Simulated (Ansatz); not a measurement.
Gas-phase electronic energies from Ansatz, PBE0-D4/def2-TZVP geometries. CCSD(T)/CBS adds triple-zeta CCSD(T) − MP2 to the extrapolated MP2 energy (def2 sets, frozen cores). DFT in def2-TZVPP. For Ge, Se outer-core shells are correlated without core-valence functions, which leaves a few kJ/mol of doubt a bond. Scalar relativity is left out up to krypton. Each species was taken in one conformer, which may not be the lowest.

`C[B]([GeH3])[SeH]` + `C[SiH2]C(=O)O` → `O=C(O)[SiH2][SeH]` + `C[B](C)[GeH3]`  (redistribution)

```
            species  PBE energy (Eh)
`C[B]([GeH3])[SeH]`      -4544.97936
    `C[SiH2]C(=O)O`       -519.47802
`O=C(O)[SiH2][SeH]`      -2881.42153
    `C[B](C)[GeH3]`      -2183.02341
```

**Question.** Work out ΔE.

**Answer.** ΔE = (-2881.42153) + (-2183.02341) − (-4544.97936) − (-519.47802) = 0.01244 Eh = +7.8 kcal/mol. CCSD(T)/CBS gives +8.2 kcal/mol.

Largest T1 diagnostic among the species: 0.015.

In def2-TZVPP, CCSD(T) changes the Hartree–Fock value by +3.8 kcal/mol (the triples alone add +0.7 kcal/mol) and MP2 by +4.0 kcal/mol.
